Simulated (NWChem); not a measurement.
The numbers come from NWChem runs, not from measurements. System: Cl2 (-1), charge -1, spin multiplicity 2, at a geometry optimised with UPBE0/def2-SVP. The structure started from a generated list of species. Its SCF solution wasn't tested for a lower state. Level: ROCCSD(T)/def2-TZVPD, 10 core orbitals frozen.

Input file:

```
start mol
memory heap 100 mb stack 700 mb global 1900 mb
charge -1
geometry units angstroms nocenter noautoz
  Cl     0.000000     0.000000     1.326639
  Cl     0.000000     0.000000    -1.326639
  symmetry group D2h
end
basis spherical
  * library def2-tzvpd
end
scf
  rohf
  nopen 1
  maxiter 100
  thresh 1e-7
  semidirect memsize 60000000 filesize 0
  # guess.movecs holds the orbitals of an unrestricted PBE0 run
  vectors input guess.movecs output mol.movecs
end
tce
  freeze core 10
  ccsd(t)
  2eorb
  2emet 13
  thresh 1e-6
  maxiter 100
  tilesize 24
end
task tce energy
```

NWChem printed:

```
             Northwest Computational Chemistry Package (NWChem) 7.3.0
             --------------------------------------------------------

                                NWChem Input Module
                                -------------------

 Scaling coordinates for geometry "geometry" by  1.889725989
 (inverse scale =  0.529177249)

 Turning off AUTOSYM since
 SYMMETRY directive was detected!

                             Geometry "geometry" -> ""
                             -------------------------

 Output coordinates in angstroms (scale by  1.889725989 to convert to a.u.)

  No.       Tag          Charge          X              Y              Z
 ---- ---------------- ---------- -------------- -------------- --------------
    1 Cl                  17.0000     0.00000000     0.00000000     1.32663900
    2 Cl                  17.0000     0.00000000     0.00000000    -1.32663900

 Effective nuclear repulsion energy (a.u.)      57.6389752453

            Nuclear Dipole moment (a.u.)
            ----------------------------
        X                 Y               Z
 ---------------- ---------------- ----------------
     0.0000000000     0.0000000000     0.0000000000

      Symmetry information
      --------------------

 Group name             D2h
 Group number             26
 Group order               8
 No. of unique centers     1

      Symmetry unique atoms

     1


 Summary of "ao basis" -> "" (spherical)
 ------------------------------------------------------------------------------
       Tag                 Description            Shells   Functions and Types
 ---------------- ------------------------------  ------  ---------------------
 *                         def2-tzvpd                 on all atoms

 Summary of "ao basis" -> "ao basis" (spherical)
 ------------------------------------------------------------------------------
       Tag                 Description            Shells   Functions and Types
 ---------------- ------------------------------  ------  ---------------------
 Cl                        def2-tzvpd               16       46   6s6p3d1f
[...]
    Number of AO functions :    92
       Number of AO shells :    32
        Use of symmetry is : on
      Symmetry adaption is : on
         Schwarz screening : 0.10D-09

          Correlation Information
          -----------------------
          Calculation type : Coupled-cluster singles & doubles w/ perturbation
   Perturbative correction : (T)
            Max iterations :      100
        Residual threshold : 0.10D-05
     T(0) DIIS level shift : 0.00D+00
     L(0) DIIS level shift : 0.00D+00
     T(1) DIIS level shift : 0.00D+00
     L(1) DIIS level shift : 0.00D+00
     T(R) DIIS level shift : 0.00D+00
     T(I) DIIS level shift : 0.00D+00
   CC-T/L Amplitude update :  5-th order DIIS
                I/O scheme : Global Array Library
        L-threshold :  0.10D-05
        EOM-threshold :  0.10D-05
 no EOMCCSD initial starts read in
 TCE RESTART OPTIONS
 SLICE:      F
 D4D5:       F
 quantumc:   F
 qrotation:  F
 pwtce:      F
 qducc:      F
 nacto:                         0
 nrotv:                         0
 nrot:                          0

            Memory Information
            ------------------
          Available GA space size is     249019872 doubles
          Available MA space size is     104852500 doubles

 Maximum block size supplied by input
 Maximum block size        24 doubles

 tile_dim =     15

 -------------------------------------------------

 Global array virtual files algorithm will be used

 Parallel file system coherency ......... OK

 4-electron integrals stored in orbital form

 v2    file size   =          1208464
 4-index algorithm nr.  13 is used
 imaxsize =       30
 imaxsize ichop =        0


CCSD iterations
 ---------------------------------------------------------
 Iter          Residuum       Correlation     Cpu    Wall
 ---------------------------------------------------------
    1   0.1654528235851  -0.4006721855694     4.8     4.8
    2   0.0361411290746  -0.4156606750662     4.5     4.5
    3   0.0138831697872  -0.4234887947418     4.6     4.6
    4   0.0088560183740  -0.4242771243439     4.5     4.5
    5   0.0092742102023  -0.4247662828987     4.1     4.1
    6   0.0012850728121  -0.4250081598481     4.4     4.4
    7   0.0005375577027  -0.4249460623191     4.2     4.2
    8   0.0002789900423  -0.4249367323505     4.2     4.2
    9   0.0002136163937  -0.4249481431226     4.1     4.1
   10   0.0002040386571  -0.4249441616648     4.1     4.1
   11   0.0000305246234  -0.4249484354284     4.2     4.2
   12   0.0000145687102  -0.4249478718856     4.2     4.2
   13   0.0000086564990  -0.4249484032784     3.3     3.3
   14   0.0000073157061  -0.4249484994156     3.4     3.4
   15   0.0000069636374  -0.4249484693770     3.4     3.4
   16   0.0000010001007  -0.4249486421753     3.8     3.8
   17   0.0000003778349  -0.4249485167676     4.2     4.2
 -----------------------------------------------------------------
 Iterations converged
 CCSD correlation energy / hartree =        -0.424948516767598
 CCSD total energy / hartree       =      -919.479811550229897

 Singles contributions

 Doubles contributions
 CCSD(T)
 Using plain CCSD(T) code
             total no. of tasks        15851
 total no. of tasks / no. procs        15851
                         wl_min            1           1.0
                         wl_max        27000           5.5
        thresh for no. of tasks        15851

 CCSD[T]  correction energy / hartree =        -0.019177493311829
 CCSD[T] correlation energy / hartree =        -0.444126010079427
 CCSD[T] total energy / hartree       =      -919.498989043541769
 CCSD(T)  correction energy / hartree =        -0.019121242761929
 CCSD(T) correlation energy / hartree =        -0.444069759529527
 CCSD(T) total energy / hartree       =      -919.498932792991809

 Task  times  cpu:      108.6s     wall:      108.6s

 Total times  cpu:      108.7s     wall:      108.7s
```
